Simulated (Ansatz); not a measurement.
Relaxation of BClFH6NSi (11 atoms, charge 0, multiplicity 1), to a largest force component of 0.03 eV/Å in at most 50 steps.

Method: RKS PBE-D4/def2-SVP (Ansatz).

```xyz
11
Properties=species:S:1:pos:R:3
B 0.069 0.431 -0.043
Cl -0.477 0.964 1.621
H 1.245 0.426 -0.327
F -0.869 0.261 -0.962
N -0.099 -2.092 1.006
H -0.452 -2.864 0.436
Si 1.214 -2.447 2.139
H 1.583 -3.898 1.997
H 2.436 -1.618 1.855
H 0.777 -2.172 3.551
H -0.898 -1.572 1.425
```

Where does it end, and by what steps?

It converged. After 12 steps the energy has fallen by 0.829 eV; H6 moved furthest, 0.76 Å. Joined: B1–N5 (2.74 → 1.65 Å).

| step | energy less start (eV) | largest force component (eV/Å) | accepted |
| --- | --- | --- | --- |
| 0 | 0.0000 | 0.821 | yes |
| 1 | -0.0875 | 0.728 | yes |
| 2 | -0.2945 | 0.867 | yes |
| 3 | -0.5714 | 0.815 | yes |
| 4 | -0.6811 | 1.126 | yes |
| 5 | -0.7621 | 0.334 | yes |
| 6 | -0.7792 | 0.156 | yes |
| 7 | -0.8043 | 0.256 | yes |
| 8 | -0.8137 | 0.411 | yes |
| 9 | -0.8187 | 0.230 | yes |
| 10 | -0.8269 | 0.098 | yes |
| 11 | -0.8267 | 0.130 | no |
| 12 | -0.8288 | 0.023 | yes |

```xyz
11
Properties=species:S:1:pos:R:3
B 0.053 -0.208 0.258
Cl 0.109 0.783 1.859
H 1.112 -0.153 -0.362
F -1.088 0.033 -0.476
N -0.086 -1.755 0.817
H -0.024 -2.401 0.013
Si 1.159 -2.146 2.130
H 1.400 -3.623 1.971
H 2.407 -1.385 1.844
H 0.537 -1.879 3.459
H -1.049 -1.846 1.186
```

Whether the end is a true minimum wasn't checked by a vibrational analysis.

The run took 17 s on 4 threads of AMD EPYC 7R32 (Zen 2), with other jobs on the host, peak memory 0.2 GiB.
